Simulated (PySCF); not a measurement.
Computed IR spectrum (relative IR intensity) of a molecule C₄H₇BFN. The structure is a stationary point at PBE0-D3(BJ)/def2-SVP. One conformer was computed; it need not be the lowest. All values below come from PBE0-D3(BJ)/def2-SVP (PySCF 2.14.0). Frequencies are harmonic and unscaled.

ν (cm⁻¹): 95 (vw), 143 (w), 177 (w), 357 (w), 500 (vw), 587 (s), 610 (w), 692 (s), 833 (vw), 881 (m), 951 (w), 974 (w), 1009 (vw), 1048 (m), 1070 (s), 1103 (m), 1170 (m), 1240 (m), 1311 (m), 1364 (w), 1390 (m), 1440 (w), 1448 (w), 1522 (vs), 1643 (s), 3022 (m), 3034 (m), 3060 (w), 3082 (m), 3199 (w), 3228 (w), 3696 (s) (against the strongest line: vs over 80 %, s over 45 %, m over 15 %, w over 4 %, vw less)

### Question
Pick the molecule that these values belong to.
(A) C=C1CB(N)[C@@H]1F
(B) C=C1CNB1CF
(C) FCB1C=CCN1
(D) CC#CCB(N)F

### Answer
C, FCB1C=CCN1
